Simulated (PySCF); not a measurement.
From results back to the method.

Compound: C₂H₁₀BN.
SMILES: `C[BH2-][NH2+]C`

The closed-shell ground state was solved 7 times with PySCF (density fitting, gas phase), always with PBE0, in these basis sets: 6-31+G*, 6-31G*, STO-3G, def2-SVP, def2-SVPD, def2-TZVPD and pcSseg-2. One conformer (not necessarily the lowest) at the PBE0-D3(BJ)/def2-SVP geometry, without solvent, vibrations or thermal averaging.

```csv
row,total energy (Eh),HOMO (eV),LUMO (eV),dipole (D)
P,-161.5296,-7.31,0.03,5.02
Q,-161.5188,-7.17,0.89,5.22
R,-161.6328,-7.28,-0.36,5.16
S,-161.6979,-7.33,-0.11,5.03
T,-161.6948,-7.34,-0.28,4.97
U,-161.6262,-7.05,1.53,5.17
V,-159.6811,-5.20,7.99,5.74
```

Question: Which basis belongs to which row?

Answer: P = def2-SVPD, Q = def2-SVP, R = 6-31+G*, S = pcSseg-2, T = def2-TZVPD, U = 6-31G*, V = STO-3G. From the lowest total energy up: pcSseg-2 (284 functions) 0 eV; def2-TZVPD (238 functions) +0.08 eV; 6-31+G* (92 functions) +1.77 eV; 6-31G* (76 functions) +1.95 eV; def2-SVPD (160 functions) +4.58 eV; def2-SVP (106 functions) +4.87 eV; STO-3G (30 functions) +54.88 eV.

Shape of the structure used: `[CH3:1][BH2-:2][NH2+:3][CH3:4]`: C1–B2–N3–C4 180°.
